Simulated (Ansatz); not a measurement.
A search over several starts for the lowest SCF solution of Al4F2⁻ at the given spin, in a small basis.

```yaml
crystal:
  periodic: [false, false, false]
  atoms:
    - {symbol: Al, position_ang: [-1.558499, 0.305538, -0.531409]}
    - {symbol: Al, position_ang: [2.865369, 0.830439, 0.137784]}
    - {symbol: Al, position_ang: [0.621984, -0.629448, 0.605999]}
    - {symbol: Al, position_ang: [0.498943, 1.737776, -0.394292]}
    - {symbol: F, position_ang: [0.725379, -2.212236, 1.321635]}
    - {symbol: F, position_ang: [-3.153177, -0.032068, -1.139716]}
basis:
  gaussian: {orbitals: def2-SVP, initial_orbitals: start.molden}
total_charge: -1
magnetization: {spin_polarized: true, initial_magnetization: 1}
hamiltonian: {xc: pbe0, dispersion: d4}
output: {orbitals: {seedname: orbitals}}
```

The file start.molden holds the orbitals of an earlier run on this structure, at another level or in another basis.

```sh
$ ansatz run in.yaml --threads 4 --pin off --events-out ev --progress --plain --max-ram 4787MiB
```

It prints (some lines left out):

```
Functional definition: PBE0
  name "PBE0"
  cite "Adamo & Barone, J. Chem. Phys. 110, 6158 (1999) doi:10.1063/1.478522"
  cite "Perdew, Burke & Ernzerhof, Phys. Rev. Lett. 77, 3865 (1996) doi:10.1103/PhysRevLett.77.3865"
  parent pbe
  parameter a = 0.25
  parameter kappa = 0.804
  parameter beta = 0.06672455060314922
  exchange = (1 - a)*pbe_x(kappa = kappa, mu = beta*pi^2/3) + a*exact_x
  correlation = pbe_c(beta = beta)
887 factors; integrals over basis functions are off by at most 8.2e-4 eV
mean field evaluation 1: about -31758.9231 eV, gradient 1.6e2 eV
mean field evaluation 2: about -31780.7600 eV, gradient 2.4e1 eV
mean field evaluation 4: about -31795.4510 eV, gradient 3.6e0 eV
mean field evaluation 8: about -31795.8530 eV, gradient 3.9e-2 eV
mean field evaluation 16: about -31795.6804 eV, gradient 2.7e0 eV
mean field evaluation 32: about -31795.8530 eV, gradient 1.4e-3 eV
mean field evaluation 64: about -31795.7209 eV, gradient 1.3e0 eV
mean field -31795.85302280 eV, -1168.4760465847 hartree, gradient 2.5e-5 eV, S^2 0.768568; 7 other end points of the search recorded, 0 dependent functions left out
reference -31795.85305524 eV, -1168.4760477769 hartree; 36, 35 occupied and 64, 65 virtual orbitals, 887 factors
Total energy: -31796.02456919 eV, -1168.4823507984 hartree
```

Run time 10 s (4 threads of Arm Neoverse N1 on a shared host).

Another isomer (doublet) lies 0.21 eV lower at PBE0-D4/def2-TZVPD; other spin states weren't run for this one.
